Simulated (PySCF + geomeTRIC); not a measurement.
Calculation: PySCF + geomeTRIC with PBE0-D3(BJ)/def2-TZVP. fastk is a local helper that only speeds up exchange builds. No frequencies were computed at this level.

```python
import json, numpy as np
from pyscf import gto, dft
from fastk import lowrank_exchange
atoms = """
C     -1.554292     0.051739     0.376616
C     -0.364612    -0.383914     0.759358
Si     1.276042     0.140082     0.003094
H     -2.474279    -0.275343     0.838906
H     -1.664672     0.764022    -0.425738
H     -0.321693    -1.100030     1.572882
H      2.107362     0.747736     1.046719
H      1.956205    -1.046758    -0.524422
H      1.039949     1.102472    -1.073405
"""
def scf(charge, spin, dm0=None):
    mol = gto.M(atom=atoms, basis='def2-tzvp', ecp={}, charge=charge, spin=spin, verbose=3, max_memory=4172)
    mf = dft.KS(mol, xc='pbe0').density_fit(auxbasis="def2-universal-jkfit")
    mf.disp = 'd3bj'
    mf.grids.level = 3
    mf.conv_tol = 1e-8
    mf.max_cycle = 60
    mf.kernel(dm0)
    if not mf.converged:
        mf = mf.newton().run(mf.mo_coeff, mf.mo_occ).undo_soscf()
    return mf
mf = scf(0, 0)
from pyscf.geomopt.geometric_solver import kernel as optimize
path = []
done, mol = optimize(mf, maxsteps=80, assert_convergence=False, callback=lambda env: path.append((env["energy"], bool(env["g_scanner"].converged))))
res = dict(converged=bool(done and path[-1][1]), energy=path[-1][0], path=[e for e, c in path], xyz=mol.atom_coords(unit="Angstrom").tolist(), nao=mol.nao)
json.dump(res, open("result.json", "w"))
```

Output:

```
converged SCF energy = -369.094350683016
Geometry optimization cycle 1
converged SCF energy = -369.094350682961
cycle 1: E = -369.094350683  dE = -369.094  norm(grad) = 0.0271953
Geometry optimization cycle 2
converged SCF energy = -369.095232071364
cycle 2: E = -369.095232071  dE = -0.000881388  norm(grad) = 0.00790688
Geometry optimization cycle 3
converged SCF energy = -369.095280395463
cycle 3: E = -369.095280395  dE = -4.83241e-05  norm(grad) = 0.00604184
Geometry optimization cycle 4
converged SCF energy = -369.095367966529
cycle 4: E = -369.095367967  dE = -8.75711e-05  norm(grad) = 0.000718648
Geometry optimization cycle 5
converged SCF energy = -369.09537033379
cycle 5: E = -369.095370334  dE = -2.36726e-06  norm(grad) = 0.000439444
Geometry optimization cycle 6
converged SCF energy = -369.095371692499
cycle 6: E = -369.095371692  dE = -1.35871e-06  norm(grad) = 0.000127376
Geometry optimization cycle 7
converged SCF energy = -369.095371753363
cycle 7: E = -369.095371753  dE = -6.08638e-08  norm(grad) = 3.03116e-05
<class 'geometric.internal.Distance'> : 8
<class 'geometric.internal.Angle'> : 10
<class 'geometric.internal.OutOfPlane'> : 2
<class 'geometric.internal.Dihedral'> : 10
<class 'geometric.internal.TranslationX'> : 1
<class 'geometric.internal.TranslationY'> : 1
<class 'geometric.internal.TranslationZ'> : 1
<class 'geometric.internal.RotationA'> : 1
<class 'geometric.internal.RotationB'> : 1
<class 'geometric.internal.RotationC'> : 1
Step    0 : Gradient = 9.065e-03/1.823e-02 (rms/max) Energy = -369.0943506830
Step    1 : Displace = 3.312e-02/5.640e-02 (rms/max) Trust = 1.000e-01 (=) Grad = 2.636e-03/5.389e-03 (rms/max) E (change) = -369.0952320714 (-8.814e-04) Quality = 0.902
Step    2 : Displace = 1.623e-02/2.409e-02 (rms/max) Trust = 1.414e-01 (+) Grad = 2.014e-03/3.326e-03 (rms/max) E (change) = -369.0952803955 (-4.832e-05) Quality = 0.249
Step    3 : Displace = 7.903e-03/1.402e-02 (rms/max) Trust = 8.114e-03 (-) Grad = 2.395e-04/5.209e-04 (rms/max) E (change) = -369.0953679665 (-8.757e-05) Quality = 1.043
Step    4 : Displace = 5.891e-03/9.629e-03 (rms/max) Trust = 1.147e-02 (+) Grad = 1.465e-04/2.165e-04 (rms/max) E (change) = -369.0953703338 (-2.367e-06) Quality = 0.657
Step    5 : Displace = 1.577e-03/2.309e-03 (rms/max) Trust = 1.147e-02 (=) Grad = 4.246e-05/6.322e-05 (rms/max) E (change) = -369.0953716925 (-1.359e-06) Quality = 1.065
Step    6 : Displace = 2.377e-04/5.382e-04 (rms/max) Trust = 1.623e-02 (+) Grad = 1.010e-05/2.018e-05 (rms/max) E (change) = -369.0953717534 (-6.086e-08) Quality = 1.153
Converged! =D
```

Cost: around 60 core-seconds (rough).
